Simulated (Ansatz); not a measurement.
BF₃ (SMILES FB(F)F), singlet, geometry from GFN2-xTB, with bond 3-1 at 2.4 times its length; CASSCF(6,4)/cc-pVDZ (Ansatz, an electronic-structure program).

Ansatz was given this input:
Ansatz 0.2 input:
```yaml
crystal:
  periodic: [false, false, false]
  atoms:
    - {symbol: B, position_ang: [-0.00000000, 0.00000000, -0.00000000]}
    - {symbol: F, position_ang: [-0.00659779, 1.30036204, -0.00088081]}
    - {symbol: F, position_ang: [2.71066128, -1.54671667, 0.00780384]}
    - {symbol: F, position_ang: [-1.12284440, -0.65589676, -0.00237079]}
basis:
  gaussian:
    orbitals: cc-pVDZ
hamiltonian:
  xc: hf
magnetization: {spin_polarized: false}
correlation: {active_space: {window: {electrons: 6, orbitals: 4}}}
```

**Question.** Write the output that Ansatz gives for this input, abridged.

**Answer.** 
```
Functional definition: HF
516 factors; integrals over basis functions are off by at most 5.8e-4 eV
mean field evaluation 1: about -8779.8155 eV, gradient 5.0e1 eV
mean field evaluation 2: about -8779.8175 eV, gradient 5.0e1 eV
mean field evaluation 4: about -8784.6586 eV, gradient 1.7e1 eV
mean field evaluation 8: about -8785.4080 eV, gradient 4.1e-1 eV
mean field -8785.40783477 eV, -322.8577829646 hartree, gradient 1.1e-6 eV, S^2 0.000000; 0 other end points of the search recorded, 0 dependent functions left out
reference -8785.40783477 eV, -322.8577829646 hartree; 16, 16 occupied and 40, 40 virtual orbitals, 516 factors
state -8789.14176841 eV, -322.9950024947 hartree
1 active orbitals were swapped for others, from the solution at -8789.14165341 eV, -322.9949982685 hartree to that at -8789.14176841 eV, -322.9950024947 hartree; typed "places" are swapped only where nearly empty or full, and so, without "given_window_search", are "orbital_numbers", "shells" and a window whose orbitals a file names under [Active]
Total energy: -8789.14176841 eV, -322.9950024947 hartree
```
